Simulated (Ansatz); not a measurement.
Relaxation of Cl₃H₄N₂Ti (10 atoms, charge 0, multiplicity 2), to a largest force component of 0.03 eV/Å in at most 50 steps.

The calculation used Ansatz, UKS PBE/def2-SVP.

```xyz
10
Properties=species:S:1:pos:R:3
Ti 0.010 -0.015 -0.081
Cl 0.104 -0.064 2.246
Cl 2.035 0.117 -0.899
N -0.869 1.514 -0.598
H -1.877 1.564 -0.790
H -0.423 2.435 -0.684
Cl -1.168 -1.690 -0.848
N 0.362 -0.165 5.165
H -0.599 -0.573 5.081
H 0.134 0.851 5.048
```

Q: Where does it end, and by what steps?

A: The run converged. The force dipped under the threshold on the way, but the program's further checks kept it going. After 10 steps the energy has fallen by 0.113 eV; N8 moved furthest, 0.67 Å.

```json
{"step": "0", "energy less start (eV)": "0.0000", "largest force component (eV/Å)": "1.309", "accepted": "yes"}
{"step": "1", "energy less start (eV)": "-0.0564", "largest force component (eV/Å)": "1.252", "accepted": "yes"}
{"step": "2", "energy less start (eV)": "-0.0689", "largest force component (eV/Å)": "1.056", "accepted": "yes"}
{"step": "3", "energy less start (eV)": "-0.1085", "largest force component (eV/Å)": "0.167", "accepted": "yes"}
{"step": "4", "energy less start (eV)": "-0.1114", "largest force component (eV/Å)": "0.030", "accepted": "yes"}
{"step": "5", "energy less start (eV)": "0.0053", "largest force component (eV/Å)": "2.522", "accepted": "no"}
{"step": "6", "energy less start (eV)": "-0.1117", "largest force component (eV/Å)": "0.088", "accepted": "yes"}
{"step": "7", "energy less start (eV)": "-0.1122", "largest force component (eV/Å)": "0.073", "accepted": "yes"}
{"step": "8", "energy less start (eV)": "-0.1126", "largest force component (eV/Å)": "0.086", "accepted": "yes"}
{"step": "9", "energy less start (eV)": "-0.1113", "largest force component (eV/Å)": "0.135", "accepted": "no"}
{"step": "10", "energy less start (eV)": "-0.1128", "largest force component (eV/Å)": "0.005", "accepted": "yes"}
```

```xyz
10
Properties=species:S:1:pos:R:3
Ti -0.013 0.007 -0.115
Cl 0.024 -0.032 2.098
Cl 2.034 0.120 -0.889
N -0.879 1.539 -0.667
H -1.894 1.613 -0.807
H -0.416 2.442 -0.823
Cl -1.180 -1.690 -0.864
N -0.008 0.033 5.684
H -0.292 -0.762 5.066
H 0.333 0.705 4.958
```

Whether the end is a true minimum wasn't checked by a vibrational analysis.

Time of the run: 43 s on 4 threads of Arm Neoverse V1, on a shared host, peak memory 0.26 GiB.
